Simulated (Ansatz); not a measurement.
Ansatz (a first-principles code) input (PBE0/STO-3G):

Ansatz 0.2 input:
```yaml
crystal:
  periodic: [false, false, false]
  atoms:
    - {symbol: O, position_ang: [-0.57181787, -1.25930401, 1.38328436]}
    - {symbol: Si, position_ang: [0.00368062, -0.01167775, 0.02831579]}
    - {symbol: Si, position_ang: [-0.35523703, 1.99991026, 1.20586670]}
    - {symbol: Si, position_ang: [-1.48488235, -0.42928951, -1.75251574]}
    - {symbol: Si, position_ang: [2.20654688, -0.79543853, -0.27995950]}
    - {symbol: H, position_ang: [-1.39822193, -1.11833198, 1.87265556]}
    - {symbol: H, position_ang: [-0.39779810, -2.20996719, 1.29241304]}
    - {symbol: H, position_ang: [0.75320588, 2.22513780, 2.15291090]}
    - {symbol: H, position_ang: [-1.64142035, 1.81428012, 1.91904739]}
    - {symbol: H, position_ang: [-0.45635431, 3.06035223, 0.18397948]}
    - {symbol: H, position_ang: [-2.85868276, -0.16680817, -1.27275518]}
    - {symbol: H, position_ang: [-1.32450713, -1.84085882, -2.16257197]}
    - {symbol: H, position_ang: [-1.08767478, 0.50499112, -2.82537358]}
    - {symbol: H, position_ang: [2.63217055, -0.30976193, -1.60735472]}
    - {symbol: H, position_ang: [3.06695533, -0.29956254, 0.81094388]}
    - {symbol: H, position_ang: [2.10535694, -2.27410115, -0.25407104]}
basis:
  gaussian:
    orbitals: STO-3G
hamiltonian:
  xc: {name: PBE0}
total_charge: 1
```

End of the output:

```
integrals: 0.02 GiB planned
598 factors; integrals over basis functions are off by at most 3.8e-5 eV
0.10 GiB of the device are held for the grids
0.18 GiB of device memory are held for the factors and their scratch space
mean field: 0.13 GiB planned
mean field evaluation 1: about -33322.6866 eV, gradient 2.1e1 eV
mean field evaluation 2: about -33323.3640 eV, gradient 1.5e1 eV
mean field evaluation 4: about -33324.1102 eV, gradient 3.8e-1 eV
mean field evaluation 8: about -33324.0640 eV, gradient 1.3e-2 eV
mean field -33324.06398209 eV, -1224.6367634799 hartree, gradient 3.3e-5 eV, S^2 0.000000; 0 other end points of the search recorded, 0 dependent functions left out
reference -33324.06400500 eV, -1224.6367643218 hartree; 37, 37 occupied and 15, 15 virtual orbitals, 598 factors
Total energy: -33324.06400500 eV, -1224.6367643218 hartree
```

It need not be the lowest isomer of its formula.
